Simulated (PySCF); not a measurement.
# Correlation energy of P⁺ (phosphorus, charge +1)

[Ne] 3s2 3p2, high-spin 3P determinant. All numbers are calculated (PySCF 2.14, the spin-free X2C one-electron Hamiltonian (Gaussian nucleus), in x2c-QZVPPall). Frozen: 1s2; 12 electrons correlated.

```csv
level,correlation energy (mhartree)
CCSD,-271.61
(T),-4.64
CCSD(T),-276.25
```

Diagnostics: T1 = 0.0071, D1 = 0.0274, largest double amplitude 0.095.

Cost of the coupled-cluster step: about 22 core-seconds, for 12 correlated electrons.

This basis was not built for core-valence correlation, so the inner-shell part is incomplete.
